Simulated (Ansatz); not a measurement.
Cost and result for the atomization energy of `F[C@H]1[CH2][Ge@@H]1[F]` (9 atoms, 9 bonds).

Cartesian coordinates in Å:
```
F 1.0667 1.3616 -1.2356
C 0.0113 0.7645 -0.6089
C -0.0191 -0.7655 -0.6210
Ge 0.0454 -0.0150 1.1613
F -1.4476 0.0959 2.0409
H -0.9272 1.2410 -0.8863
H 0.9350 -1.2137 -0.8920
H -0.8677 -1.2587 -1.0840
H 1.2031 -0.2100 2.1255
```

The species carries charge 0 and has multiplicity 1. Correlated methods include outer-core shells of Ge, which these sets cover unevenly. Scalar relativity is left out up to krypton. The geometry is a stationary point of PBE0-D4/def2-TZVP. Program: Ansatz. All runs use 4 threads of an Intel Xeon Platinum 8559C on a shared host. Times are those of one run each, without the atoms' runs, and a repeat can differ threefold. Electronic energies, without spin–orbit coupling; frozen cores. CCSD(T)/CBS adds CCSD(T) − MP2 in def2-TZVPP to the MP2 limit, and its time is that of the two runs behind it. T1 = 0.012. With those shells the extrapolation isn't a true limit. B3LYP takes the VWN-RPA correlation (the form of Gaussian; ORCA's B3LYP/G).

CCSD(T)/CBS is a level of theory with its own doubt, some kJ/mol a heavy atom from the limit and from the frozen cores, so smaller differences don't rank the functionals.

| level | functions | atomization (kcal/mol) | difference from CCSD(T)/CBS | per bond |
| --- | --- | --- | --- | --- |
| r2SCAN-D4/def2-TZVPP (with forces) | 228 | 776.7 | 2.9 | 0.3 |
| CCSD(T)/CBS(def2) | – | 773.8 | 0.0 | 0.0 |
| MP2/def2-QZVPP | 437 | 785.8 | 12.0 | 1.3 |
| ωB97X-V/def2-TZVPP | 228 | 775.5 | 1.7 | 0.2 |
| ωB97M-V/def2-TZVPP (with forces) | 228 | 771.1 | -2.7 | -0.3 |
| PBE0-D4/def2-TZVPP | 228 | 773.9 | 0.1 | 0.0 |
| PBE-D4/def2-TZVPP (with forces) | 228 | 794.9 | 21.1 | 2.3 |
| B3LYP-D4/def2-TZVPP (with forces) | 228 | 766.4 | -7.4 | -0.8 |
| B2PLYP/def2-TZVPP | 228 | 762.3 | -11.5 | -1.3 |
| CCSD(T)/def2-TZVPP | 228 | 754.2 | -19.6 | -2.2 |

**Question.** Order the runs by time, with rough figures. (An estimate is asked.)

**Answer.** Computed: PBE-D4/def2-TZVPP (with forces) 1.3 s; PBE0-D4/def2-TZVPP 1.8 s; r2SCAN-D4/def2-TZVPP (with forces) 2.4 s; B3LYP-D4/def2-TZVPP (with forces) 2.7 s; B2PLYP/def2-TZVPP 3 s; ωB97X-V/def2-TZVPP 3.9 s; ωB97M-V/def2-TZVPP (with forces) 5.5 s; MP2/def2-QZVPP 13 s; CCSD(T)/def2-TZVPP 77 s; CCSD(T)/CBS(def2) 90 s.

The D4 term adds +6.2 kcal/mol with B3LYP and +3.2 kcal/mol with PBE0; it sums over pairs of atoms, weighted by their polarisabilities, and B3LYP, whose exchange is more repulsive, gets the larger term. In def2-TZVPP, CCSD(T) changes the Hartree–Fock value by +215.5 kcal/mol (the triples alone add +14.6 kcal/mol) and MP2 by +235.4 kcal/mol; breaking electron pairs costs correlation energy, which Hartree–Fock lacks. From PBE to PBE0 (25 % exact exchange), in def2-TZVPP and without D4, the atomization energy moves by −20.3 kcal/mol: exact exchange takes away binding that semilocal exchange gives to molecules.
